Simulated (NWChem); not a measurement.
System: BHOBr2; SMILES B(O)(Br)Br

Input file for NWChem:

```
start job
memory heap 200 mb stack 900 mb global 1100 mb
geometry units angstroms
  B      0.585711    -0.122594     0.337778
  Br    -0.844010    -1.378629     0.382853
  Br     0.394641     1.472577    -0.641936
  O      1.727769    -0.317182     0.971514
  H      1.915823    -1.097982     1.494494
end
basis spherical
  * library def2-svp
end
dft
  xc pbe0
  iterations 150
end
driver
  maxiter 120
end
task dft optimize
task dft freq
```

Output (shortened):

```
             Northwest Computational Chemistry Package (NWChem) 7.3.0
             --------------------------------------------------------

 CS  symmetry detected

                             Geometry "geometry" -> ""
                             -------------------------

 Output coordinates in angstroms (scale by  1.889725989 to convert to a.u.)

  No.       Tag          Charge          X              Y              Z
 ---- ---------------- ---------- -------------- -------------- --------------
    1 B                    5.0000     0.64410557     0.01429098     0.00000000
    2 Br                  35.0000    -0.30286706    -1.63707229     0.00000000
    3 Br                  35.0000    -0.31014624     1.63611751     0.00000000
    4 O                    8.0000     1.96291813     0.08148996     0.00000000
    5 H                    1.0000     2.53159227    -0.68995722     0.00000000

 Effective nuclear repulsion energy (a.u.)     434.8139508484

      Symmetry information
      --------------------

 Group name             Cs
 Group number              2
 Group order               2
 No. of unique centers     5

                                Z-matrix (autoz)
                                --------

 Units are Angstrom for bonds and degrees for angles

      Type          Name      I     J     K     L     M      Value
      ----------- --------  ----- ----- ----- ----- ----- ----------
    1 Stretch                  1     2                       1.90362
    2 Stretch                  1     3                       1.88173
    3 Stretch                  1     4                       1.32052
    4 Stretch                  4     5                       0.95840
    5 Bend                     1     4     5               123.47894
    6 Bend                     2     1     3               119.69618
    7 Bend                     2     1     4               122.74901
    8 Bend                     3     1     4               117.55481
    9 Torsion                  2     1     4     5           0.00000
   10 Torsion                  3     1     4     5         180.00000

                           NWChem Geometry Optimization
                           ----------------------------

 maximum gradient threshold         (gmax) =   0.000450
 rms gradient threshold             (grms) =   0.000300
 maximum cartesian step threshold   (xmax) =   0.001800
 rms cartesian step threshold       (xrms) =   0.001200
 fixed trust radius                (trust) =   0.300000
 source of zmatrix                         =   autoz

          -------------------
          Energy Minimization
          -------------------

 Using diagonal initial Hessian
 Scaling for Hessian diagonals: bonds = 1.00  angles = 0.25  torsions = 0.10

          --------
          Step   0

                                 NWChem DFT Module
                                 -----------------

 Summary of "ao basis" -> "ao basis" (spherical)
 ------------------------------------------------------------------------------
       Tag                 Description            Shells   Functions and Types
 ---------------- ------------------------------  ------  ---------------------
 B                          def2-svp                 6       14   3s2p1d
 Br                         def2-svp                12       32   5s4p3d
 O                          def2-svp                 6       14   3s2p1d
 H                          def2-svp                 3        5   2s1p

      Symmetry analysis of basis
      --------------------------

        a'         68
        a"         29

            General Information
            -------------------
          SCF calculation type: DFT
          Wavefunction type:  closed shell.
          No. of atoms     :     5
          No. of electrons :    84
           Alpha electrons :    42
            Beta electrons :    42
          Charge           :     0
          Spin multiplicity:     1
          Use of symmetry is: on ; symmetry adaption is: on
          Maximum number of iterations: 150
          AO basis - number of functions:    97
                     number of shells:    39
          Convergence on energy requested:  1.00D-06
          Convergence on density requested:  1.00D-05
          Convergence on gradient requested:  5.00D-04

              XC Information
              --------------
                         PBE0 Method XC Functional
                     Hartree-Fock (Exact) Exchange  0.250
          PerdewBurkeErnzerhof Exchange Functional  0.750
            Perdew 1991 LDA Correlation Functional  1.000 local
           PerdewBurkeErnz. Correlation Functional  1.000 non-local

[...]

      ----------------------
      Optimization converged
      ----------------------

  Step       Energy      Delta E   Gmax     Grms     Xrms     Xmax
  ---- ---------------- -------- -------- -------- -------- --------
@    4   -5247.71130840 -1.5D-06  0.00027  0.00013  0.00058  0.00156
                                     ok       ok       ok       ok

                                Z-matrix (autoz)
                                --------

 Units are Angstrom for bonds and degrees for angles

      Type          Name      I     J     K     L     M      Value     Gradient
      ----------- --------  ----- ----- ----- ----- ----- ---------- ----------
    1 Stretch                  1     2                       1.92641   -0.00006
    2 Stretch                  1     3                       1.90873    0.00027
    3 Stretch                  1     4                       1.33593   -0.00027
    4 Stretch                  4     5                       0.96499    0.00009
    5 Bend                     1     4     5               113.66795    0.00001
    6 Bend                     2     1     3               120.22233   -0.00000
    7 Bend                     2     1     4               121.22740    0.00005
    8 Bend                     3     1     4               118.55027   -0.00005
    9 Torsion                  2     1     4     5           0.00000    0.00000
   10 Torsion                  3     1     4     5         180.00000    0.00000

                         Geometry "geometry" -> "geometry"
                         ---------------------------------

 Output coordinates in angstroms (scale by  1.889725989 to convert to a.u.)

  No.       Tag          Charge          X              Y              Z
 ---- ---------------- ---------- -------------- -------------- --------------
    1 B                    5.0000     0.66643323     0.03901845     0.00000000
    2 Br                  35.0000    -0.24041790    -1.66059376     0.00000000
    3 Br                  35.0000    -0.33640615     1.66307601     0.00000000
    4 O                    8.0000     2.00035632     0.11230372     0.00000000
    5 H                    1.0000     2.43563719    -0.74893548     0.00000000

 Effective nuclear repulsion energy (a.u.)     429.4236894554

      Symmetry information
      --------------------

 Group name             Cs
 Group number              2
 Group order               2
 No. of unique centers     5

                Final and change from initial internal coordinates
                --------------------------------------------------

                                Z-matrix (autoz)
                                --------

 Units are Angstrom for bonds and degrees for angles

[...]

 Rotational Constants
 --------------------
 A=   0.191326 cm-1  (  0.275269 K)
 B=   0.038096 cm-1  (  0.054811 K)
 C=   0.031770 cm-1  (  0.045709 K)

 Temperature                      =   298.15K
 frequency scaling parameter      =   1.0000

 Zero-Point correction to Energy  =   12.961 kcal/mol  (  0.020655 au)
 Thermal correction to Energy     =   15.903 kcal/mol  (  0.025343 au)
 Thermal correction to Enthalpy   =   16.495 kcal/mol  (  0.026287 au)

 Total Entropy                    =   76.171 cal/mol-K
   - Translational                =   41.579 cal/mol-K (mol. weight = 187.8450)
   - Rotational                   =   28.322 cal/mol-K (symmetry #  =        1)
   - Vibrational                  =    6.270 cal/mol-K

 Cv (constant volume heat capacity) =   14.425 cal/mol-K
   - Translational                  =    2.979 cal/mol-K
   - Rotational                     =    2.979 cal/mol-K
   - Vibrational                    =    8.466 cal/mol-K

[normal modes left out]

 ----------------------------------------------------------------------------
 Normal Eigenvalue ||           Projected Infra Red Intensities
  Mode   [cm**-1]  || [atomic units] [(debye/angs)**2] [(KM/mol)] [arbitrary]
 ------ ---------- || -------------- ----------------- ---------- -----------
    1       -0.000 ||    0.000001           0.000         0.001       0.000
    2       -0.000 ||    0.000156           0.004         0.152       0.019
    3       -0.000 ||    0.000156           0.004         0.152       0.019
    4        0.000 ||    0.000304           0.007         0.296       0.038
    5        0.000 ||    0.000003           0.000         0.003       0.000
    6        0.000 ||    0.000828           0.019         0.807       0.102
    7      169.272 ||    0.000279           0.006         0.272       0.034
    8      303.587 ||    0.007481           0.173         7.293       0.924
    9      434.648 ||    0.008826           0.204         8.604       1.090
   10      453.523 ||    0.000919           0.021         0.895       0.113
   11      576.930 ||    0.127834           2.949       124.619      15.785
   12      777.094 ||    0.263902           6.088       257.265      32.587
   13     1081.608 ||    0.365078           8.423       355.896      45.080
   14     1392.966 ||    0.303681           7.006       296.043      37.498
   15     3881.340 ||    0.135327           3.122       131.923      16.710
 ----------------------------------------------------------------------------
```

Level: PBE0/def2-SVP. This build's default masses of Se (78.918 u) and Br (79.917 u) are each other's, which moves their modes by up to 0.6 %.
